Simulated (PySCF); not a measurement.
**Two-component Hartree-Fock for B (boron, neutral)**

Start: [He] 2s1 2p2; 2s1/2 filled at m_j = +1/2; 2p3/2 filled at m_j = +1/2, +3/2. Calculated with PySCF 2.14 in x2c-TZVPall-2c with one added diffuse shell each of s, p, d type (6s4p3d1f, 40 functions): generalised Hartree-Fock with the X2C-1e Hamiltonian and a Gaussian nucleus; one run each with spin-orbit coupling (SO) switched off, then screened by Boettger's factors. This is a chosen level, not necessarily the ground level.

| spinor shell | electrons | ε, spin-free (eV) | ε, screened SO (eV) | weight of nominal j (screened SO) | rms radius, screened SO (bohr) |
| --- | --- | --- | --- | --- | --- |
| 1s1/2 | 2 | -228.03 | -228.03 | 1.000 | 0.378 |
| 2s1/2 | 1 | -27.307 | -27.307 | 1.000 | 1.79 |
| 2p3/2 | 2 | -3.405 | -3.405 | 0.833 | 6.52 |

| quantity | spin-free | screened SO |
| --- | --- | --- |
| E (hartree) | -23.76440 | -23.76440 |
| M_J | 5/2 | 5/2 |
| ⟨J²⟩ | 8.750 | 8.750 |
| ⟨L²⟩ | 2.000 | 2.000 |
| ⟨S²⟩ | 3.750 | 3.750 |

Each row is a mean over spinors that exchange with the open shell spreads, by up to 1.829 eV (1s1/2).

Rows whose weight is well below 1 are mixtures of j = l ± 1/2: exchange outweighs spin-orbit coupling there, and the label is only the starting occupation.

Without spin-orbit coupling the j labels of p, d and f shells carry no meaning; the spin-free column gives the mean over the occupied spinors of each nl shell.
